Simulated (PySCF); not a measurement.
Identify the unknown among the candidates.

All candidates are C4H13NOSi3.

| technique | computed result |
| --- | --- |
| 1H NMR | chemical shifts (computed TMS as zero) by class: 7.47 (1 H), 7.41 (1 H), 5.36 (1 H), 5.25 (1 H), 5.24 (1 H), 5.15 (1 H), 5.07 (1 H), 1.20 (3 H), 0.99 (1 H), 0.49 (1 H), 0.41 (1 H) ppm [GIAO PBE0/pcSseg-1] |
| Dipole | 1.13 D [PBE0/pcSseg-1] |
| Rotational structure | rotational constants A, B, C: 1.562, 0.670, 0.568 GHz [GFN2-xTB] |
| NMR, other nuclei | isotropic shieldings of nuclei other than C and H, by class: 238 (1 N), 271 (1 O), 368 (1 Si), 378 (1 Si), 386 (1 Si) ppm [GIAO PBE0/pcSseg-1] |
| 13C NMR | chemical shifts (computed TMS as zero) by class: 158.3 (1 C), 156.3 (1 C), 12.8 (1 C), 10.2 (1 C) ppm [GIAO PBE0/pcSseg-1] |

The electronic properties come from PySCF, for the isolated species, density fitting. Levels stand in brackets. The structure is a single GFN2-xTB conformer in the gas phase; no vibrational or solvent corrections. Each NMR value is the plain mean over a class of atoms that symmetry, rotation or inversion makes alike.

Problem. Which candidate is it?
A. `C#C[SiH2]O[Si@](C)([SiH3])NC`
B. `O=C([SiH2]N([SiH3])[SiH3])C1CC1`
C. `C=C(C=O)[Si@](N)([SiH3])[SiH2]C`
D. `CC[SiH2]O[Si@@H]1C=C[SiH2]N1`

Solution. D. It is `CC[SiH2]O[Si@@H]1C=C[SiH2]N1`. Numbering: `[CH3:1][CH2:2][SiH2:3][O:4][Si@@H:5]1[CH:6]=[CH:7][SiH2:8][NH:9]1`. Its formula, C4H13NOSi3, gives 2 degrees of unsaturation: 1 ring and 1 π bond in the structure found. 4 carbons fall into 4 classes; from least to most shielded: alkene CH carbon [C6] (158.3 ppm), alkene CH carbon [C7] (156.3 ppm), chain sp3 carbon bound to silicon [C2] (12.8 ppm), methyl carbon [C1] (10.2 ppm). Hydrogen classes from least to most shielded: 1 H on an alkene CH carbon, C7 (7.47 ppm), 1 H on an alkene CH carbon, C6 (7.41 ppm), 1 H on an oxygen-bound silicon, Si5 (5.36 ppm), 1 H on an SiH2 silicon, Si8 (5.25 ppm), 1 H on an oxygen-bound silicon, Si3 (5.24 ppm), 1 H on an SiH2 silicon, Si8 (5.15 ppm), 1 H on an oxygen-bound silicon, Si3 (5.07 ppm), 3 H on a methyl carbon, C1 (1.20 ppm, a mean of values up to 0.6 ppm apart in this geometry), 1 H on an sp3 carbon bound to silicon, C2 (0.99 ppm), 1 H on a nitrogen bridging silicon atoms, N9 (0.49 ppm), 1 H on an sp3 carbon bound to silicon, C2 (0.41 ppm). The other shieldings belong to: 238 ppm, nitrogen bridging silicon atoms [N9]; 271 ppm, siloxane oxygen [O4]; 368 ppm, oxygen-bound silicon [Si3]; 378 ppm, oxygen-bound silicon [Si5]; 386 ppm, SiH2 silicon [Si8]. The optimised geometry has point group C1 and is an asymmetric top.

The others, at the same levels:
- `O=C([SiH2]N([SiH3])[SiH3])C1CC1` fails: it has 3 carbon classes against 4; its computed 13C shifts are 247.3 (1 C), 35.4 (1 C), 10.9 (2 C) ppm, 1H shifts are 4.97 (2 H), 4.82 (6 H), 2.22 (1 H), 1.20 (2 H), 1.17 (2 H) ppm and rotational constant A is 1.937 GHz (against 1.562 GHz).
- `C=C(C=O)[Si@](N)([SiH3])[SiH2]C` fails: its computed 13C shifts are 205.8 (1 C), 165.2 (1 C), 153.3 (1 C), -8.8 (1 C) ppm, 1H shifts are 9.87 (1 H), 7.07 (1 H), 6.99 (1 H), 3.88 (1 H), 3.70 (1 H), 3.47 (3 H), 0.33 (3 H), -0.12 (2 H) ppm and rotational constant A is 0.965 GHz (against 1.562 GHz).
- `C#C[SiH2]O[Si@](C)([SiH3])NC` fails: its computed 13C shifts are 103.4 (1 C), 90.4 (1 C), 29.6 (1 C), 6.1 (1 C) ppm, 1H shifts are 5.17 (1 H), 5.14 (1 H), 3.31 (3 H), 2.70 (3 H), 2.02 (1 H), 0.31 (3 H), 0.18 (1 H) ppm and rotational constant A is 1.160 GHz (against 1.562 GHz).

Each candidate is one conformer, not necessarily the lowest. Dipoles, sizes and rotational constants follow the conformer. The torsions of the flexible species, by atom-mapped SMILES:
- `[O:1]=[C:2]([SiH2:3][N:4]([SiH3:5])[SiH3:6])[CH:7]1[CH2:8][CH2:9]1`: O1–C2–Si3–N4 -6°, C2–Si3–N4–Si5 5°, O1–C2–C7–C8 -153°
- `[CH2:1]=[C:2]([CH:3]=[O:4])[Si@:5]([NH2:6])([SiH3:7])[SiH2:8][CH3:9]`: C1–C2–C3–O4 177°, C1–C2–Si5–N6 -5°, C2–Si5–Si8–C9 98°, H–N6–Si5–C2 61°, H–N6–Si5–C2 -165°
- `[CH:1]#[C:2][SiH2:3][O:4][Si@:5]([CH3:6])([SiH3:7])[NH:8][CH3:9]`: C2–Si3–O4–Si5 -35°, Si3–O4–Si5–C6 -161°, O4–Si5–N8–C9 -178°

The conformers of `CC[SiH2]O[Si@@H]1C=C[SiH2]N1` aren't listed.
